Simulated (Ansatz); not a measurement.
Ideal-gas functions of Cl$_{3}$NbO, SMILES `[O]=[Nb]([Cl])([Cl])[Cl]` at 298.15 K and 1 bar, from an Ansatz frequency run at PBE0-D4/def2-TZVP.

Molar mass 215.26 g/mol, point group C3v (symmetry number 3), electronic degeneracy 1, moments of inertia 334.836, 334.84, 498.463 u Å². Harmonic wavenumbers (cm⁻¹, unscaled): 106, 106, 132, 226, 226, 404, 455, 455, 1065.

Use S(trans) = R[1.5 ln M + 2.5 ln T − 1.1517]; rotational temperatures θ = 24.2544 K / I; S(rot) = R[ln(√π/σ · √(T³/θAθBθC)) + 1.5]; for each mode x = 1.438777 ν̃/T, S = R[x/(eˣ − 1) − ln(1 − e⁻ˣ)] and H = RT x/(eˣ − 1); 1 cm⁻¹ = 0.0119627 kJ/mol; R = 8.31446 J/(mol·K).

Problem. By hand: the entropy, in J/(mol·K).

Solution. Translation 175.9. Rotation: θ = 0.0724, 0.0724, 0.0487 K, giving 113.5. Vibration, mode by mode: 13.98, 13.98, 12.20, 7.99, 7.99, 3.97, 3.27, 3.27, 0.30, in all 66.9. Electronic 0.0. Sum 356.3 J/(mol·K).

Problem. By hand: H − E and G − E in kJ/mol, counted from the electronic energy.

Solution. Zero-point energy ½ × 3175 × 0.0119627 = 19.0; thermal vibration 10.5; translation, rotation and pV give 4 RT = 9.9. H − E = 39.4 kJ/mol, and G − E = 39.4 − 298.15 × 356.3/1000 = -66.8 kJ/mol.

Vibration gives 19 % of the entropy, 40.2 J/(mol·K) of it from the modes under 150 cm⁻¹: soft modes count most, and the harmonic formula is weakest for them.
